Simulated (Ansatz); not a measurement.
Mulliken charges of `F[SiH]1[CH2][GeH2][O]1` from PBE/def2-TZVPP in Ansatz (PBE0-D4/def2-TZVP geometry).

```tsv
atom	x (Å)	y (Å)	z (Å)	charge (e)
F1	-2.063	0.905	1.107	-0.279
Si2	-0.533	0.968	0.661	0.613
C3	0.289	-0.720	0.712	-0.394
Ge4	0.421	-0.482	-1.237	0.376
O5	-0.374	1.145	-0.964	-0.429
H6	0.073	2.072	1.436	-0.105
H7	1.254	-0.770	1.218	0.119
H8	-0.339	-1.549	1.038	0.120
H9	1.821	-0.270	-1.830	-0.012
H10	-0.468	-1.351	-2.137	-0.011
```

Q: By hand: the dipole of these point charges (1 e Å = 4.8032 D).

A: Σ q r = (0.538, -0.525, -0.072) e Å, of length 0.755 e Å = 3.63 D.

Q: How does the dipole of the full density compare? (An estimate is asked.)

A: The calculation gave: (0.402, -0.408, 0.011) e Å, 2.75 D; the point charges give 1.32 times that, at 7° from its direction.

Point charges leave out the atoms' own dipoles, such as those of lone pairs, and Mulliken's split depends on the basis, so the two needn't agree.
